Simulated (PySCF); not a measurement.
# La(OH)3 at several levels of theory

Computed with PySCF 2.14.0 (density fitting, no spin-orbit coupling) at the geometry relaxed with PBE0:

```xyz
7
La(OH)3 (singlet)
La    0.0000    0.0000   -0.3845
O     2.1357    0.0000    0.0635
H     3.0313    0.0000    0.4017
O    -1.0678    1.8495    0.0635
H    -1.5157    2.6252    0.4017
O    -1.0678   -1.8495    0.0635
H    -1.5157   -2.6252    0.4017
```

| level | basis | state | HOMO (eV) | gap (eV) | charge on La1 (e) | population of f-type functions on La1 (core shells left out) | dipole about the centre of mass (D) | largest force component (eV/Å) |
| --- | --- | --- | --- | --- | --- | --- | --- | --- |
| PBE0 | La def2-SVP with ECP46, O def2-SVP, H def2-SVP | singlet | -7.34 | 6.09 | 1.09 | 0.20 | 1.58 | 0.01 |
| BP86 | the same | singlet | -5.78 | 4.01 | 0.90 | 0.20 | 1.39 | 0.60 |
| PBE0 | La def2-TZVP with ECP46, O def2-TZVP, H def2-TZVP | singlet | -7.67 | 6.34 | 1.48 | 0.19 | 1.83 | 0.18 |

Charges are Mulliken's, which hang on the basis. The relaxation used the grid (50, 194), these runs (75, 302) or, all-electron (x2c bases, spin-free X2C Hamiltonian), (99, 590).

What does revPBE with La def2-SVP with ECP46, O def2-SVP, H def2-SVP give here?

state singlet, HOMO (eV) -5.63, gap (eV) 3.82, charge on La1 (e) 0.90, population of f-type functions on La1 (core shells left out) 0.20, dipole about the centre of mass (D) 1.42, largest force component (eV/Å) 0.56. Time: 12 s on 2 threads of Intel(R) Xeon(R) Processor @ 2.50GHz (Skylake/Cascade Lake), on a shared host, from an already converged density.

In the first row's basis the gap widens with exact exchange: 3.8 to 4.0 eV for revPBE, BP86 (none); 6.1 eV for PBE0 (a fixed share).
